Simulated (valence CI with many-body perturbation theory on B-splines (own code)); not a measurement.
The numbers below are computed, except where a source is named.
## Hg X: input, log and results

The program does CI of the valence electrons with many-body perturbation theory for a frozen closed Dirac-Fock core.

Command, and the settings that its task file holds:

```sh
python run_cv.py task.json out
```

```
atom Hg  Z=80  mass_number=202  rms_radius_fm=5.4648
core [Xe] 4f14
valence 6d3
avg = 1
basis = S
breit = 1
cap = 10000
capref = 1200
cscale = 1
de = 0.0
dress = 0
eps = 2e-08
extrap = 1
h = 0.27
hh = 1
l2 = 3
lcore = 6
maxit = 60
n2 = 5
natural = 1
nlev = 21
nno = [3, 3, 3, 3, 1]
nroot = 26
nsp = [3, 3, 2, 2, 0]
pt2 = 1
qed = 1
rpa = 1
s1 = 1
s2 = 1
s3 = 1
screen = 1
tol = 2e-05
whole = 1
```

Task: What became of the run, and why?

Result: It gave no result: the start configuration must fill the lowest shells above the core. The program said: "6d is not the lowest shell of its kind above the core".
